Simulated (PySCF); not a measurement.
**A scan of NiN with bad points**

PBE0; PySCF, no relativity, basis sets Ni def2-TZVP, N def2-TZVP; doublet, unpaired electrons π ↑ requested.

| R (Å) | E (eV) | ⟨S²⟩ | ⟨Lz²⟩ | μ (D) |
| --- | --- | --- | --- | --- |
| 1.432 | 1.181 | 0.82 | 1.01 | -2.78 |
| 1.498 | 0.658 | 1.08 | 1.04 | -3.07 |
| 1.565 | 0.317 | 1.27 | 1.05 | -3.31 |
| 1.615 | 0.155 | 1.38 | 1.05 | -3.45 |
| 1.665 | 0.056 | 1.46 | 1.05 | -3.56 |
| 1.715 | 0.006 | 1.53 | 1.04 | -3.65 |
| 1.782 | 0.000 | 1.60 | 1.04 | -3.74 |
| 1.865 | 0.061 | 1.68 | 1.04 | -3.81 |
| 1.965 | 0.200 | 1.75 | 1.04 | -3.84 |
| 2.098 | 8.071 | 2.81 | 3.38 | -0.93 |

The run flagged 2.098 Å: there the SCF either missed its threshold or ended in another occupation than the one requested, so the fit leaves that out.
